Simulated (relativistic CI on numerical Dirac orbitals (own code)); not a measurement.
**Radial parameters of Hg21+**

These numbers are calculated, not measured: Dirac-Coulomb-Breit CI, orbitals from a KLI potential per configuration, model QED, unscaled Slater integrals (own radial code, finite nucleus).

Slater integrals F^k, G^k are unscaled and averaged over j, outside the closed core [Ar] 3d10 4p6; ζ comes from projecting the Hamiltonian with its Breit term on Σ l·s of the shell.

- 4s²4d¹⁰4f¹³: ζ(4f) = 9765 cm⁻¹; <r>(4f) = 0.4465, <r^2>(4f) = 0.2333 (bohr units).
- 4s²4d¹⁰4f¹²5s: F^2(4f,4f) = 231000, F^4(4f,4f) = 148850, F^6(4f,4f) = 108290, ζ(4f) = 10017, G^3(4f,5s) = 37475 cm⁻¹; <r>(4f) = 0.4421, <r^2>(4f) = 0.2285, <r>(5s) = 0.789, <r^2>(5s) = 0.6928 (bohr units).
- 4s²4d¹⁰4f¹¹5s²: F^2(4f,4f) = 233940, F^4(4f,4f) = 150880, F^6(4f,4f) = 109810, ζ(4f) = 10272 cm⁻¹; <r>(4f) = 0.4375, <r^2>(4f) = 0.2235 (bohr units).

Averages of the first 10 configurations, taken without configuration mixing, which lowers the lowest level and can move excited configurations by several eV; other configurations of the list can lie among them:

```
  Configuration  Parity  States  Average energy above the lowest level (eV)
    4s²4d¹⁰4f¹³     odd      14                                         1.9
  4s²4d¹⁰4f¹²5s    even     182                                        40.6
 4s²4d¹⁰4f¹¹5s²     odd     364                                        88.1
  4s²4d¹⁰4f¹²5p     odd     546                                       105.8
4s²4d¹⁰4f¹¹5s5p    even    4368                                       150.5
 4s²4d¹⁰4f¹¹5p²     odd    5460                                       218.6
     4s²4d⁹4f¹⁴    even      10                                       273.4
4s²4d¹⁰4f¹¹5s5d     odd    7280                                       238.5
  4s²4d¹⁰4f¹²5d    even     910                                       191.2
  4s²4d⁹4f¹²5s²    even     910                                       357.4
```
